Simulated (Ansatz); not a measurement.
Ansatz (an electronic-structure program) job for HfI₃, SMILES [I][Hf+]([I])[I], charge +1, multiplicity 1, B3LYP-D3(BJ)/def2-SVP. 

Ansatz 0.2 input:
```yaml
crystal:
  periodic: [false, false, false]
  atoms:
    - {symbol: Hf, position_ang: [0.00000000, 0.00000000, 0.00668063]}
    - {symbol: I, position_ang: [2.37333721, -1.37024687, -0.00302519]}
    - {symbol: I, position_ang: [-2.37333721, -1.37024688, -0.00302519]}
    - {symbol: I, position_ang: [-0.00000000, 2.74049375, -0.00302519]}
basis:
  gaussian:
    orbitals: def2-SVP
hamiltonian:
  xc: b3lyp
  dispersion: d3bj
total_charge: 1
relax: {f_tol: 0.002, max_steps: 200}
```

Program output:

```
WARN ansatz: RAYON_NUM_THREADS=1 ignored (pool sized by the plan → 1); use --threads N
Functional definition: B3LYP
integrals: 0.08 GiB planned
1457 factors; integrals over basis functions are off by at most 3.5e-4 eV
mean field: 0.74 GiB planned
mean field evaluation 1: about -25611.2497 eV, gradient 2.7e1 eV
mean field evaluation 2: about -25502.3097 eV, gradient 2.0e2 eV
mean field evaluation 4: about -25613.8222 eV, gradient 5.4e0 eV
mean field evaluation 8: about -25613.9737 eV, gradient 5.0e-2 eV
mean field evaluation 16: about -25613.9737 eV, gradient 6.1e-5 eV
mean field -25613.97368016 eV, -941.2961709708 hartree, gradient 6.1e-5 eV, S^2 0.000000; 0 other end points of the search recorded, 0 dependent functions left out
the calculation of the forces begins
reference -25613.97394011 eV, -941.2961805239 hartree; 43, 43 occupied and 67, 67 virtual orbitals, 1457 factors
relax step   1: F+E_penalty+E_count = -25614.35129347 eV  Δ(F+E_penalty+E_count) = +0.000e0 eV  max|allowed force component| = 1.139e0 eV/Å  Δτ_max = 0.0000 Å  (30 SCF iters, accepted)
these checks for a lower state are left out or cut short: starts, cluster_reference, orbital_swaps, neighbouring_geometries, increment
integrals: 0.08 GiB planned
1457 factors; integrals over basis functions are off by at most 3.2e-4 eV
mean field: 0.75 GiB planned
mean field -25613.98185756 eV, -941.2964714850 hartree, gradient 9.8e-6 eV, S^2 0.000000; 0 other end points of the search recorded, 0 dependent functions left out
the calculation of the forces begins
reference -25613.98211227 eV, -941.2964808454 hartree; 43, 43 occupied and 67, 67 virtual orbitals, 1457 factors
relax step   2: F+E_penalty+E_count = -25614.39624934 eV  Δ(F+E_penalty+E_count) = -4.496e-2 eV  max|allowed force component| = 1.191e0 eV/Å  Δτ_max = 0.1655 Å  (38 SCF iters, accepted)
these checks for a lower state are left out or cut short: starts, cluster_reference, orbital_swaps, neighbouring_geometries, increment
integrals: 0.08 GiB planned
1457 factors; integrals over basis functions are off by at most 3.2e-4 eV
mean field: 0.74 GiB planned
mean field evaluation 32: about -25614.1223 eV, gradient 9.1e-6 eV
mean field -25614.12227496 eV, -941.3016317290 hartree, gradient 1.6e-5 eV, S^2 0.000000; 0 other end points of the search recorded, 0 dependent functions left out
the calculation of the forces begins
reference -25614.12253234 eV, -941.3016411877 hartree; 43, 43 occupied and 67, 67 virtual orbitals, 1457 factors
relax step   3: F+E_penalty+E_count = -25614.51667927 eV  Δ(F+E_penalty+E_count) = -1.204e-1 eV  max|allowed force component| = 1.743e-1 eV/Å  Δτ_max = 0.0846 Å  (33 SCF iters, accepted)
these checks for a lower state are left out or cut short: starts, cluster_reference, orbital_swaps, neighbouring_geometries, increment
integrals: 0.08 GiB planned
1457 factors; integrals over basis functions are off by at most 3.2e-4 eV
mean field: 0.74 GiB planned
mean field -25614.12314702 eV, -941.3016637766 hartree, gradient 9.3e-6 eV, S^2 0.000000; 0 other end points of the search recorded, 0 dependent functions left out
the calculation of the forces begins
reference -25614.12340406 eV, -941.3016732228 hartree; 43, 43 occupied and 67, 67 virtual orbitals, 1457 factors
relax step   4: F+E_penalty+E_count = -25614.51999130 eV  Δ(F+E_penalty+E_count) = -3.312e-3 eV  max|allowed force component| = 2.253e-2 eV/Å  Δτ_max = 0.0110 Å  (34 SCF iters, accepted)
these checks for a lower state are left out or cut short: starts, cluster_reference, orbital_swaps, neighbouring_geometries, increment
integrals: 0.08 GiB planned
1457 factors; integrals over basis functions are off by at most 3.2e-4 eV
mean field: 0.74 GiB planned
mean field -25614.12349455 eV, -941.3016765483 hartree, gradient 1.5e-5 eV, S^2 0.000000; 0 other end points of the search recorded, 0 dependent functions left out
the calculation of the forces begins
reference -25614.12375152 eV, -941.3016859918 hartree; 43, 43 occupied and 67, 67 virtual orbitals, 1457 factors
relax step   5: F+E_penalty+E_count = -25614.52089846 eV  Δ(F+E_penalty+E_count) = -9.072e-4 eV  max|allowed force component| = 4.510e-2 eV/Å  Δτ_max = 0.0197 Å  (34 SCF iters, accepted)
these checks for a lower state are left out or cut short: starts, cluster_reference, orbital_swaps, neighbouring_geometries, increment
integrals: 0.08 GiB planned
1457 factors; integrals over basis functions are off by at most 3.1e-4 eV
mean field: 0.74 GiB planned
mean field -25614.16016653 eV, -941.3030242187 hartree, gradient 1.9e-5 eV, S^2 0.000000; 0 other end points of the search recorded, 0 dependent functions left out
the calculation of the forces begins
reference -25614.16042341 eV, -941.3030336589 hartree; 43, 43 occupied and 67, 67 virtual orbitals, 1457 factors
relax step   6: F+E_penalty+E_count = -25614.56066434 eV  Δ(F+E_penalty+E_count) = -3.977e-2 eV  max|allowed force component| = 2.060e-1 eV/Å  Δτ_max = 0.1991 Å  (38 SCF iters, accepted)
these checks for a lower state are left out or cut short: starts, cluster_reference, orbital_swaps, neighbouring_geometries, increment
integrals: 0.08 GiB planned
1457 factors; integrals over basis functions are off by at most 3.0e-4 eV
mean field: 0.74 GiB planned
mean field evaluation 64: about -25614.2269 eV, gradient 1.5e-3 eV
mean field -25614.22694523 eV, -941.3054782908 hartree, gradient 1.4e-5 eV, S^2 0.000000; 0 other end points of the search recorded, 0 dependent functions left out
the calculation of the forces begins
reference -25614.22720143 eV, -941.3054877057 hartree; 43, 43 occupied and 67, 67 virtual orbitals, 1457 factors
relax step   7: F+E_penalty+E_count = -25614.63924784 eV  Δ(F+E_penalty+E_count) = -7.858e-2 eV  max|allowed force component| = 2.109e-1 eV/Å  Δτ_max = 0.2000 Å  (38 SCF iters, accepted)
these checks for a lower state are left out or cut short: starts, cluster_reference, orbital_swaps, neighbouring_geometries, increment
integrals: 0.08 GiB planned
1457 factors; integrals over basis functions are off by at most 2.9e-4 eV
mean field: 0.74 GiB planned
mean field -25614.27130275 eV, -941.3071083995 hartree, gradient 1.8e-5 eV, S^2 0.000000; 0 other end points of the search recorded, 0 dependent functions left out
the calculation of the forces begins
reference -25614.27155771 eV, -941.3071177689 hartree; 43, 43 occupied and 67, 67 virtual orbitals, 1457 factors
relax step   8: F+E_penalty+E_count = -25614.70365675 eV  Δ(F+E_penalty+E_count) = -6.441e-2 eV  max|allowed force component| = 1.247e-1 eV/Å  Δτ_max = 0.2000 Å  (39 SCF iters, accepted)
these checks for a lower state are left out or cut short: starts, cluster_reference, orbital_swaps, neighbouring_geometries, increment
integrals: 0.08 GiB planned
1457 factors; integrals over basis functions are off by at most 2.7e-4 eV
mean field: 0.75 GiB planned
mean field -25614.24393983 eV, -941.3061028306 hartree, gradient 1.5e-5 eV, S^2 0.000000; 0 other end points of the search recorded, 0 dependent functions left out
the calculation of the forces begins
reference -25614.24419392 eV, -941.3061121684 hartree; 43, 43 occupied and 67, 67 virtual orbitals, 1457 factors
relax step   9: F+E_penalty+E_count = -25614.69598534 eV  Δ(F+E_penalty+E_count) = +7.671e-3 eV  max|allowed force component| = 2.629e-1 eV/Å  Δτ_max = 0.1376 Å  (39 SCF iters, rejected (line search))
these checks for a lower state are left out or cut short: starts, cluster_reference, orbital_swaps, neighbouring_geometries, increment
integrals: 0.08 GiB planned
1457 factors; integrals over basis functions are off by at most 2.8e-4 eV
mean field: 0.75 GiB planned
mean field -25614.26950894 eV, -941.3070424779 hartree, gradient 1.5e-5 eV, S^2 0.000000; 0 other end points of the search recorded, 0 dependent functions left out
the calculation of the forces begins
reference -25614.26976338 eV, -941.3070518285 hartree; 43, 43 occupied and 67, 67 virtual orbitals, 1457 factors
relax step  10: F+E_penalty+E_count = -25614.70977683 eV  Δ(F+E_penalty+E_count) = -6.120e-3 eV  max|allowed force component| = 1.542e-2 eV/Å  Δτ_max = 0.0475 Å  (33 SCF iters, accepted)
these checks for a lower state are left out or cut short: starts, cluster_reference, orbital_swaps, neighbouring_geometries, increment
integrals: 0.08 GiB planned
1457 factors; integrals over basis functions are off by at most 2.8e-4 eV
mean field: 0.75 GiB planned
mean field evaluation 96: about -25614.2086 eV, gradient 1.5e-2 eV
mean field -25614.26768745 eV, -941.3069755395 hartree, gradient 1.7e-5 eV, S^2 0.000000; 0 other end points of the search recorded, 0 dependent functions left out
the calculation of the forces begins
reference -25614.26794180 eV, -941.3069848868 hartree; 43, 43 occupied and 67, 67 virtual orbitals, 1457 factors
relax step  11: F+E_penalty+E_count = -25614.70981453 eV  Δ(F+E_penalty+E_count) = -3.770e-5 eV  max|allowed force component| = 1.588e-2 eV/Å  Δτ_max = 0.0125 Å  (34 SCF iters, accepted)
these checks for a lower state are left out or cut short: starts, cluster_reference, orbital_swaps, neighbouring_geometries, increment
integrals: 0.08 GiB planned
1457 factors; integrals over basis functions are off by at most 2.8e-4 eV
mean field: 0.75 GiB planned
mean field -25614.26844265 eV, -941.3070032928 hartree, gradient 1.2e-5 eV, S^2 0.000000; 0 other end points of the search recorded, 0 dependent functions left out
the calculation of the forces begins
reference -25614.26869703 eV, -941.3070126408 hartree; 43, 43 occupied and 67, 67 virtual orbitals, 1457 factors
relax step  12: F+E_penalty+E_count = -25614.70987845 eV  Δ(F+E_penalty+E_count) = -6.392e-5 eV  max|allowed force component| = 4.979e-4 eV/Å  Δτ_max = 0.0057 Å  (35 SCF iters, accepted)
integrals: 0.08 GiB planned
1457 factors; integrals over basis functions are off by at most 2.8e-4 eV
mean field: 0.75 GiB planned
mean field evaluation 128: about -25614.2684 eV, gradient 1.6e-5 eV
mean field -25614.26844265 eV, -941.3070032928 hartree, gradient 1.2e-5 eV, S^2 0.000000; 1 other end points of the search recorded, 0 dependent functions left out
the calculation of the forces begins
reference -25614.26869703 eV, -941.3070126408 hartree; 43, 43 occupied and 67, 67 virtual orbitals, 1457 factors
Total energy: -25614.71013282 eV, -941.3232351072 hartree
Atom 0 at     0.000119    -0.000069     0.689266 Å, force    -0.000196     0.000113    -0.000425 eV/Å
Atom 1 at     2.139088    -1.235003    -0.230979 Å, force     0.000498    -0.000287     0.000086 eV/Å
Atom 2 at    -2.139156    -1.234983    -0.230341 Å, force    -0.000294    -0.000160     0.000170 eV/Å
Atom 3 at    -0.000051     2.470055    -0.230341 Å, force    -0.000008     0.000334     0.000170 eV/Å
Dipole moment:     0.000131    -0.000075     0.722918 e Å
```

Self-consistency was reached.

Cost: very roughly 60 core-seconds.
